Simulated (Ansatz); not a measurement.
Species: GaSiH5, charge 0, singlet. GaSiH5 (SMILES [GaH2][SiH3]).
B3LYP-D3(BJ)/def2-TZVP minimum from Ansatz (an electronic-structure program):
```
Si
H 1 1.4842
H 1 1.4851 2 108.20
H 1 1.4877 2 107.69 3 115.86
Ga 1 2.4232 2 112.86 4 120.14
H 5 1.5752 1 121.74 2 -19.63
H 5 1.5758 6 117.83 1 178.76
```
Charge 0, spin multiplicity 1.

Total energies in def2-TZVPP, 12 correlated electrons, 19 frozen orbitals. UHF or UKS for unpaired electrons; spin-orbit terms are left out. Cores are frozen in correlated methods (noble-gas shells, and filled d and f shells in the p block). No relativity.

```csv
method,program,energy (Eh),minus CCSDT(Q) (mEh)
HF,Ansatz,-2215.07733,265.05
MP2,Ansatz,-2215.29054,51.84
CCSD,Ansatz,-2215.33394,8.45
CCSD(T),Ansatz,-2215.34092,1.46
CCSDT(Q),Ansatz,-2215.34238,0.00
```

Rough core times of Ansatz's runs on a shared machine: CCSD(T) under 20 s, CCSDT(Q) 70 min.
